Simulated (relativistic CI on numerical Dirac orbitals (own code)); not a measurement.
Method of calculation: Dirac-Coulomb-Breit CI, KLI orbitals optimised for each configuration, QED by a radiative potential, unscaled Slater integrals (own radial code, finite nucleus).

Configurations in the expansion: 1s2, 1s.2s, 1s.2p, 1s.3s, 1s.3p, 1s.3d, 1s.4s, 1s.4p, 1s.4d, 1s.4f, 1s.5s, 1s.5p, 1s.5d, 1s.5f, 1s.5g, 1s.6s, 1s.6p, 1s.6d, 2s2. Levels of other configurations are missing.

At this charge energies of transitions that change n are usually good to better than 1 %, and those within a shell (Δn = 0) to a few per cent.

Outline of the computed level scheme of Nd LIX. Lowest level of each configuration: 1s2 1S_0 at 0.0 eV; 1s.2s 3S_1 at 37616.9 eV; 1s.2p 3P°_1 at 37705.2 eV; 1s.3s 3S_1 at 44773.4 eV; 1s.3p 3P°_1 at 44797.3 eV; 1s.3d 3D_2 at 44989.8 eV; 1s.4s 3S_1 at 47241.5 eV; 1s.4p 3P°_1 at 47251.3 eV; 1s.4d 3D_2 at 47332.1 eV.

Some strong electric-dipole decays among the lowest 27 levels: 1s.2p 1P°_1 → 1s2 1S_0 (1.0e+16 s⁻¹); 1s.2p 3P°_1 → 1s2 1S_0 (4.9e+15 s⁻¹); 1s.3p 1P°_1 → 1s2 1S_0 (2.8e+15 s⁻¹); 1s.3p 3P°_1 → 1s2 1S_0 (1.3e+15 s⁻¹); 1s.4p 1P°_1 → 1s2 1S_0 (1.2e+15 s⁻¹); 1s.3d 3D_3 → 1s.2p 3P°_2 (7.8e+14 s⁻¹); 1s.3d 3D_2 → 1s.2p 3P°_1 (7.0e+14 s⁻¹); 1s.3d 1D_2 → 1s.2p 1P°_1 (7.0e+14 s⁻¹).

LS names give the leading component of a level, which can be under half, so a name can repeat, a term be missing and a line seem to break the LS rules.
